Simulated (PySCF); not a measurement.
**Molecular orbitals of Sb₂**

r²SCAN0 at R = 2.469 Å; Sb def2-TZVPPD with ECP28; scalar-relativistic core potentials (PySCF 2.14). State: ¹Σg⁺ (singlet), closed shell. Only the outer orbitals are listed.

| orbital | occ. | ε (eV) | main shells (%) |
| --- | --- | --- | --- |
| σg | 2 | -16.75 | 92 s |
| σu | 2 | -12.80 | 94 s |
| σg | 2 | -7.26 | 91 p, 9 s |
| πu | 2 | -6.79 | 97 p |
| πu | 2 | -6.79 | 97 p |
| πg | 0 | -2.89 | 96 p |
| πg | 0 | -2.89 | 96 p |

Which are the highest filled and the lowest empty level, where do they sit, and how wide is the gap?

Highest filled πu at -6.79 eV (in %: 97 p); lowest empty πg at -2.89 eV (in %: 96 p); the gap at r²SCAN0 is 3.90 eV.

| Quantity | Value |
| --- | --- |
| bond order (Mayer) | 2.86 |
| ⟨S²⟩ | 0.000 |

Closed-shell solutions of metal pairs were not tested for spin polarisation, which can lower them a little. Spin–orbit coupling is left out.
